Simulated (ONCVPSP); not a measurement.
# palladium, ONCV: configuration errors across variants

* Element: palladium (Pd)
* Generator: ONCVPSP 4.0.1
* Type: optimised norm-conserving Vanderbilt (ONCV)
* Functional: PW91
* Relativity: scalar-relativistic
* Frozen core: [Ar] 3d10 4s2
* Valence charge: 16
* Reference configuration: 4p6 4d9 5s1
* Partial waves: 5s: rc 2.75 bohr, ncon 5, nbas 9, qcut 2.8 1/bohr, 2 projectors, debl 3.5 Ha; 4p: rc 1.00 bohr, ncon 3, nbas 7, qcut 7.2 1/bohr, 3 projectors, debl 1 Ha; 4d: rc 1.65 bohr, ncon 4, nbas 9, qcut 9.5 1/bohr, 3 projectors, debl 1.3 Ha
* Local potential: polynomial inside 0.80 bohr (lpopt 3, dvloc0 6 Ha)
* Core correction: Teter function, fcfact 5.75, rcfact 1.55

In the p channel the program set the typed energies aside and used -2.004, 0.250, 1.250 Ha.

All-electron excitation energies from the reference (eV): (1) 4p6 4d10 5s0 -1.505; (2) 4p6 4d9 5s0 7.680; (3) 4p6 4d8 5s0 28.575.

2 further variants failed, have other tests or another functional or relativity, and are left out.

A true bound ghost makes a file unfit for plane-wave use even where its test errors are small: the radial tests pick states by their node count and pass the ghost by.

Errors AE − PS in meV (a dash: test not solved or not reliable):

```tsv
change	(1)	(2)	(3)	bound ghosts	GHOST(+) flags above zero
base	-20	-11	+10	s, p	s
s: ncon 4, nbas 8	-14	-10	+0.7	s, p	none
local potential polynomial inside 0.95 bohr (lpopt 5, dvloc0 0 Ha)	-20	-11	+10	s, p	s
core correction Teter function, fcfact 1.3, rcfact 1.55	-20	-10	+11	s, p	s
d: nproj 2	-20	-11	+10	s, p	s
s: qcut 1.7; p: qcut 4.3; d: qcut 5.7	+3.2	-3.3	-10	s, p	s, d
```

Question: Give the same row for: s: rc 3.26.

Answer: -5.9, -11, -15; bound ghosts: s, p; GHOST(+) flags above zero: s.
